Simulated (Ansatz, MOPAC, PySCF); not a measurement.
Constitutional and geometric isomers with formula CH2OSi. Gas-phase values, no solvent. Strings in code marks are SMILES.

Quantity: vertical ionisation energy (energy after one electron is removed minus that of the parent at the parent's geometry), in eV.

Level 1: frozen-core CCSD(T)/cc-pVTZ // PBE0-D4/def2-TZVP (Ansatz, a quantum-chemistry and plane-wave program)
Level 2: PBE-D3(BJ)/def2-TZVP // PBE0-D4/def2-TZVP (PySCF)
Level 3: PBE/6-31G* // PBE0-D4/def2-TZVP (PySCF)
Level 4: minus the HOMO energy of PM6 // PBE0-D4/def2-TZVP (MOPAC)

```csv
species,level 1,level 2,level 3,level 4
`O=C=[SiH2]`,8.90,9.04,8.96,7.87
```
